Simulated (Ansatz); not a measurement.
H2MoO4 (SMILES [O]=[Mo](=[O])([OH])[OH]), singlet, geometry from GFN2-xTB (such geometries of metal compounds can be far from the true shape) (core potentials on Mo), atoms displaced at random by about 0.1 Å a coordinate. Base run: PBE0/def2-SV(P) run with Ansatz (a program for electronic structure).

Here is a job for Ansatz.
Ansatz 0.2 input:
```yaml
crystal:
  periodic: [false, false, false]
  atoms:
    - {symbol: Mo, position_ang: [0.00986808, 0.01816919, 0.32802983]}
    - {symbol: O, position_ang: [1.09549282, 0.73535208, -0.92642357]}
    - {symbol: O, position_ang: [0.90095497, -0.62817447, 1.05575387]}
    - {symbol: O, position_ang: [-0.71105769, -1.25816911, -1.05932423]}
    - {symbol: H, position_ang: [-1.11772326, -2.02811381, -1.49554748]}
    - {symbol: O, position_ang: [-1.10706098, 1.16890431, 0.70569934]}
    - {symbol: H, position_ang: [-1.53654619, 1.93868399, 1.04818007]}
basis:
  gaussian:
    orbitals: def2-SV_P_.json
hamiltonian:
  xc: pbe0
relax: {}
```
The basis file holds def2-SV(P) in the JSON format of the Basis Set Exchange.

The base run was repeated with changes; each row names its change, and settings that it needs were set with it.

```tsv
change	ΔE vs base (µEh)	optimiser steps	core-seconds (rough)	outcome
base	0.0	18	90	converged
relax = f_tol: 0.0005	-0.1	22	100	converged
relax = f_tol: 0.05	10.8	15	70	converged
relax = max_displacement: 0.5	863	29	200	converged
relax = escape_saddle: false	0.0	18	90	converged
relax = max_displacement: 0.02	-	-	-	cut at the time limit
relax = f_tol: 0.002	-0.1	21	90	converged
```
